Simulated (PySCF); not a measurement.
## Se⁺: ionisation energy

Se⁺ [Ar] 3d10 4s2 4p3 (4S) → Se²⁺ [Ar] 3d10 4s2 4p2 (3P), as a difference of total energies. Computed with PySCF 2.14 in aug-cc-pwCVTZ-PP with ECP10MDF, with a scalar-relativistic core potential. Correlated levels: valence: 3s2 3p6 3d10 frozen; valence and next inner shell: nothing frozen outside the core potential. The calculations carry no spin-orbit coupling.

```json
{"method": "UHF", "ionisation energy (eV)": "20.833"}
{"method": "LDA", "ionisation energy (eV)": "21.388"}
{"method": "PBE", "ionisation energy (eV)": "21.236"}
{"method": "PBE0", "ionisation energy (eV)": "21.343"}
{"method": "r2SCAN", "ionisation energy (eV)": "21.547"}
{"method": "r2SCAN0", "ionisation energy (eV)": "21.559"}
{"method": "wB97X", "ionisation energy (eV)": "21.080"}
{"method": "HSE06", "ionisation energy (eV)": "21.314"}
{"method": "SCS-MP2 (valence)", "ionisation energy (eV)": "21.198"}
{"method": "MP2 (valence and next inner shell)", "ionisation energy (eV)": "21.502"}
{"method": "SCS-MP2 (valence and next inner shell)", "ionisation energy (eV)": "21.305"}
```

Q: Estimate what wB97X-V gives.

A: 21.081 eV, closest to wB97X among the rows shown.

Q: Estimate what MP2 (valence) gives.

A: 21.351 eV, closest to PBE0 among the rows shown.

The reference lies between the lowest fine-structure levels, while these numbers refer to the centres of the terms.

Errors of the correlated levels include the incompleteness of this basis and the frozen core.

For comparison: 21.196 ± 0.01 eV (measured; NIST Atomic Spectra Database, ionization energies).
